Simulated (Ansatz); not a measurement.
Basis sets compared for the cluster Li2Cl2 (the lowest singlet isomer of a short search). Charge 0, multiplicity 1. Geometry r2SCAN-D4/def2-TZVP. Ansatz on 4 threads of Arm Neoverse V1 on a shared host; times are rough, and most runs start from earlier orbitals.

```xyz
4

Li    0.513   -0.622    1.017
Li   -0.513    0.622   -1.017
Cl    1.146    1.335    0.238
Cl   -1.146   -1.334   -0.238
```

B3LYP takes the VWN-RPA correlation. The structure comes from a short search, and lower isomers may exist.

Binding counts from free atoms (Li doublet, Cl doublet) in the same basis, without a counterpoise term.

```csv
level,functions,energy (Eh),HOMO (eV),LUMO (eV),binding per atom (eV),wall time
PBE-D4/def2-SVP,54,-934.9420,-6.29,-1.23,2.99,0.4 s
PBE-D4/def2-TZVP,102,-935.2686,-6.64,-1.32,2.91,0.65 s
r2SCAN-D4/def2-TZVP (with forces),102,-935.6248,-6.98,-0.64,2.94,1.7 s
B3LYP-D4/6-31G,44,-935.6529,-7.85,-1.19,2.78,0.5 s
B3LYP-D4/def2-TZVP,102,-935.7468,-7.74,-1.05,2.91,0.81 s
PBE0-D4/def2-SVP,54,-935.0330,-7.72,-0.70,2.97,0.56 s
PBE0-D4/def2-TZVP,102,-935.3540,-8.02,-0.77,2.89,0.85 s
```

Q: Estimate the rows for PBE-D4/def2-TZVPD, r2SCAN-D4/def2-TZVPD, PBE0-D4/def2-TZVPD.

A: 
| level | functions | energy (Eh) | HOMO (eV) | LUMO (eV) | binding per atom (eV) | wall time |
| --- | --- | --- | --- | --- | --- | --- |
| PBE-D4/def2-TZVPD | 126 | -935.2718 | -6.68 | -1.33 | 2.92 | 0.91 s |
| r2SCAN-D4/def2-TZVPD | 126 | -935.6281 | -6.99 | -0.65 | 2.95 | 2 s |
| PBE0-D4/def2-TZVPD | 126 | -935.3570 | -8.03 | -0.80 | 2.90 | 1.1 s |
